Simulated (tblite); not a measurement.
Compound: C₃H₆N₂OSi.
Atom-mapped SMILES: `[N:1]#[C:2]/[C:3]([CH2:4][OH:5])=[N:6]/[SiH3:7]` (hydrogens: H8, H9 on C4; H10 on O5; H11, H12, H13 on Si7)

Geometry (GFN2-xTB, Å), atoms numbered from 1 in this order:
```
atom  x, y, z in Å
N1    -2.250    2.107   -1.688
C2    -1.489    1.442   -1.149
C3    -0.546    0.589   -0.490
C4    -0.426   -0.793   -1.121
O5     0.209   -1.712   -0.284
N6     0.074    1.008    0.513
Si7    1.287    0.354    1.555
H8     0.197   -0.704   -2.018
H9    -1.424   -1.135   -1.433
H10   -0.348   -1.894    0.480
H11    2.256   -0.589    1.006
H12    1.951    1.585    1.976
H13    0.507   -0.257    2.636
```

Computed with GFN2-xTB (tblite): harmonic, unscaled wavenumbers at the GFN2-xTB geometry, gas phase. This tight-binding method is rough: wavenumbers can miss measured ones by several per cent, in bad cases by 10 to 20. Modes of hydrogen on silicon can be 10 to 20 % off. One conformer, not necessarily the lowest.

Harmonic wavenumbers (cm⁻¹): 29.4, 71.4, 122.3, 124.6, 164.2, 281.6, 310.6, 377.3, 475.9, 520.1, 556.9, 566.8, 616.0, 732.3, 758.1, 793.2, 835.4, 902.0, 948.5, 1072.3, 1112.5, 1135.6, 1292.4, 1308.0, 1432.8, 1738.0, 2225.6, 2273.9, 2295.4, 2369.9, 2879.4, 2950.0, 3544.6.

A = 3455, B = 1475, C = 1062 MHz; mass 114.025 u (most abundant isotopes); point group C1, symmetry number 1.

Zero-point energy?

½Σν̃ = 18408 cm⁻¹ = 52.63 kcal/mol.

Give the ideal-gas entropy at 273.15 K and 1 bar in the rigid-rotor, harmonic-oscillator model (classical rotation).

Translation 39.70, rotation 28.21, vibration 24.59: S = 92.5 cal/(mol K).

And Cp and H(273.15 K) − H(0)?

Cp = 31.41 cal/(mol K), of which vibrations give 23.46 (their classical limit is 33 R = 65.6); H(273.15 K) − H(0) = 5.56 kcal/mol without the zero-point energy, 3.38 from vibrations.

How do the functions run with temperature in this model?

```csv
T (K),S (cal/(mol K)),Cp (cal/(mol K)),H − H(0) (kcal/mol),G − H(0) (kcal/mol),ln q(vib)
50,58.3,13.2,0.52,-2.40,0.77
100,68.9,17.7,1.29,-5.60,2.01
298.15,95.3,33.2,6.36,-22.06,6.71
373.15,103.3,38.1,9.04,-29.51,8.38
500,115.4,44.6,14.30,-43.40,11.09
750,135.3,53.4,26.64,-74.84,16.00
1000,151.5,59.1,40.75,-110.75,20.37
```

q(vib) and H(0) count from the zero-point level.

Which modes carry the vibrational entropy at 273.15 K?

29.4 cm⁻¹: 5.70; 71.4 cm⁻¹: 3.94; 122.3 cm⁻¹: 2.90; 124.6 cm⁻¹: 2.86; 164.2 cm⁻¹: 2.34; 281.6 cm⁻¹: 1.38 cal/(mol K); the other 27 give 5.49 together.

What must be added to the electronic energy to get the Gibbs energy at 273.15 K and 1 bar?

ZPE + [H(273.15 K) − H(0)] − T·S = 52.63 + 5.56 − 25.27 = 32.92 kcal/mol.

Hindered rotation and anharmonicity are outside this model. Other conformers, if any are populated, would add a mixing term that is left out. The structure is chiral; the term R ln 2 for an equal mix with its mirror image is left out.
